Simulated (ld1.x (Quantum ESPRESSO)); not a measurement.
Building the ultrasoft potential for Lu (Z = 71) (LDA (PZ), scalar-relativistic).

Lu (Z = 71), ultrasoft, made with ld1.x (Quantum ESPRESSO) 7.5 (LDA (PZ), scalar-relativistic). Core [Xe] 4f14, reference 5d1 6s0.5 6p0 (charge +1.5). Waves: 6s (bound): rcut 1.85, rcutus 2.30 bohr; 6s channel at 3.05 Ry: rcut 1.85, rcutus 2.30 bohr; 6p (bound, empty): rcut 3.05, rcutus 3.25 bohr; 6p channel at -0.2 Ry: rcut 3.05, rcutus 3.25 bohr; 5d (bound): rcut 2.20, rcutus 2.55 bohr; 5d channel at 0.5 Ry: rcut 2.20, rcutus 2.55 bohr. Local part: all-electron potential smoothed inside 2.15 bohr (lloc = -2). Core correction: none. Augmentation charge: PSQ, inside the norm-conserving radii.

All-electron outer shells of the reference configuration (LDA (PZ), scalar-relativistic, ld1.x):

| shell | level (eV) | outermost node (bohr) | outermost maximum (bohr) |
| --- | --- | --- | --- |
| 4f | -20.51 | – | 0.47 |
| 6s | -13.57 | 1.40 | 2.82 |
| 5d | -11.66 | 0.68 | 1.78 |
| 6p | -8.79 | 1.70 | 3.62 |

Q: Does the generator finish with these settings?

A: No. ld1.x (Quantum ESPRESSO) 7.5 stopped with "run_pseudo: Errors in PS-KS equation": the pseudo-atom solver did not find the valence states with the expected number of nodes, which is the usual sign of a ghost state. Before that it printed "Warning: n=1, l=0 expected 0 nodes, found 1".
